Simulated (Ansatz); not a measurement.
A run for Ansatz (a program for electronic structure): R-CCSD(T)/aug-cc-pVTZ on ammonium (SMILES [NH4+]), atoms moved off the minimum. Charge +1.

Ansatz 0.2 input:
```yaml
crystal:
  periodic: [false, false, false]
  atoms:
    - {symbol: N, position_ang: [0.29399303, 0.10783380, -0.10310127]}
    - {symbol: H, position_ang: [-0.72860442, -0.30597763, -0.70394071]}
    - {symbol: H, position_ang: [0.11737168, 0.99354077, -0.03616035]}
    - {symbol: H, position_ang: [-0.35411914, -0.21364151, 0.82297757]}
    - {symbol: H, position_ang: [0.93155713, -0.37312641, -0.21247370]}
basis:
  gaussian:
    orbitals: aug-cc-pVTZ
total_charge: 1
magnetization: {spin_polarized: false}
correlation: {method: ccsd_t, electrons: outside_noble_gas}
scf: {lower_state_search: off}
output: {forces: true}
```

It printed:

```
WARN ansatz: RAYON_NUM_THREADS=1 ignored (pool sized by the plan → 1); use --threads N
Functional definition: HF
these checks for a lower state are left out or cut short: starts, cluster_reference, orbital_swaps, neighbouring_geometries, increment
integrals: 0.28 GiB planned
757 factors; integrals over basis functions are off by at most 8.9e-4 eV
mean field: 0.20 GiB planned
mean field evaluation 1: about -1528.7743 eV, gradient 6.0e1 eV
mean field evaluation 2: about -1528.7739 eV, gradient 6.0e1 eV
mean field evaluation 4: about -1535.1984 eV, gradient 2.1e0 eV
mean field evaluation 8: about -1535.2195 eV, gradient 3.0e-5 eV
mean field -1535.21949853 eV, -56.4182759617 hartree, gradient 1.4e-6 eV, S^2 0.000000; 0 other end points of the search recorded, 0 dependent functions left out
1 core orbitals not correlated
reference -1535.21949853 eV, -56.4182759617 hartree; 4, 4 occupied and 133, 133 virtual orbitals, 757 factors
densities: 1.27 GiB planned
second order -6.50208730 eV of doubles, -0.00000000 eV of singles
coupled cluster: 0.74 GiB planned
cycle   1  -6.72493507 eV  change   -2.2e-1 eV  update   4.0e-2
cycle   2  -6.87791208 eV  change   -1.5e-1 eV  update   1.4e-2
cycle   3  -6.90021609 eV  change   -2.2e-2 eV  update   4.9e-3
cycle   4  -6.90065309 eV  change   -4.4e-4 eV  update   1.2e-3
cycle   5  -6.90105743 eV  change   -4.0e-4 eV  update   2.7e-4
cycle   6  -6.90106662 eV  change   -9.2e-6 eV  update   8.3e-5
cycle   7  -6.90107507 eV  change   -8.5e-6 eV  update   1.9e-5
cycle   8  -6.90107796 eV  change   -2.9e-6 eV  update   5.6e-6
perturbative correction -0.20856800 eV, -0.0076647325 hartree
the calculation of the forces begins
Total energy: -1542.32914448 eV, -56.6795506315 hartree
Atom 0 at     0.293993     0.107834    -0.103101 Å, force   -23.330260     1.107094     4.012730 eV/Å
Atom 1 at    -0.728604    -0.305978    -0.703941 Å, force     4.210091     1.397691     0.936933 eV/Å
Atom 2 at     0.117372     0.993541    -0.036160 Å, force     0.593296     7.277153    -0.298885 eV/Å
Atom 3 at    -0.354119    -0.213642     0.822978 Å, force     3.006201     0.541935    -1.918876 eV/Å
Atom 4 at     0.931557    -0.373126    -0.212474 Å, force    15.520672   -10.323874    -2.731903 eV/Å
Dipole moment:    -0.259658    -0.066124     0.055768 e Å
Checks for a lower state left out: starts, cluster_reference, orbital_swaps, neighbouring_geometries, increment
```

Self-consistency was reached.

Cost: around 50 core-seconds (rough).
